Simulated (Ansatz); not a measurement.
Born–Oppenheimer molecular dynamics of CH₆GaN (9 atoms, charge 0, multiplicity 1). It starts from a relaxed structure.

The calculation used RKS PBE/def2-SVP in Ansatz.

```
ensemble                      : NVE (velocity Verlet)
time step                     : 0.5 fs
steps asked                   : 300
starting velocities drawn for : 500 K
seed                          : 538387
```

First frame:

```xyz
9
Properties=species:S:1:pos:R:3
Ga 0.000 -0.170 -0.007
H -0.148 -0.549 1.517
C 1.685 0.068 -1.010
H 2.253 -0.886 -1.031
H 1.505 0.391 -2.055
H 2.329 0.822 -0.513
N -1.579 0.060 -0.903
H -2.503 -0.041 -0.477
H -1.653 0.307 -1.892
```

(1) How far do the bonds stretch over the last three quarters of this one trajectory? (Pairs bonded in most of those frames.)

Results:

(1) 
```tsv
bond	mean (Å)	spread (Å)	shortest	longest
Ga1–H2	1.580	0.038	1.52	1.64
Ga1–C3	1.984	0.056	1.91	2.07
Ga1–N7	1.843	0.046	1.77	1.90
C3–H4	1.113	0.028	1.06	1.16
C3–H5	1.112	0.017	1.08	1.14
C3–H6	1.112	0.033	1.05	1.17
N7–H8	1.023	0.011	1.00	1.04
N7–H9	1.023	0.012	1.00	1.04
```

Mean temperature of the second half: 249 K. The conserved energy stayed within 0.23 meV per atom of its start (net change 0.14 meV per atom), so the integration is sound. Over the second half the temperature averaged 0.50 of the 500 K drawn at the start: a run that starts near a minimum puts about half its kinetic energy into the potential. A run of 0.15 ps of so small a system gives no equilibrium averages.

The run took 6.4 min on 2 threads of Intel(R) Xeon(R) Platinum 8259CL CPU @ 2.50GHz (Skylake/Cascade Lake) (shared host), peak memory 0.14 GiB.
